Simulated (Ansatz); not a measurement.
The cluster ScO₃. Total charge 0; doublet. Geometry r2SCAN-D4/def2-TZVP; atoms count from 1.

```xyz
4

Sc   -0.181   -0.801   -0.309
O    -0.186    1.271   -0.588
O     1.210   -1.465    0.364
O    -0.843    0.995    0.534
```

The structure holds one bond between oxygen atoms, so isomers without such links may lie far lower. The structure comes from a short search, and lower isomers may exist.

(1) Estimate the Mulliken populations from the PBE0/def2-TZVP orbitals of Ansatz.

(2) Where does the spin sit?

(3) And the Mayer bond orders between heavy atoms (over 0.3)?

Results:

(1) 
| atom | charge (e) | spin (α − β) | d electrons |
| --- | --- | --- | --- |
| Sc1 | 1.11 | -0.04 | 1.53 |
| O2 | -0.24 | 0.51 | – |
| O3 | -0.63 | 0.01 | – |
| O4 | -0.24 | 0.51 | – |
Mulliken values depend strongly on the basis.

(2) Summed by element: Sc -0.04, O 1.04, of 1 unpaired in all. Largest on single atoms: O4 0.51, O2 0.51, Sc1 -0.04.

(3) Sc1–O2 0.47 (2.09 Å); Sc1–O3 2.12 (1.68 Å); Sc1–O4 0.47 (2.09 Å); O2–O4 1.28 (1.33 Å).
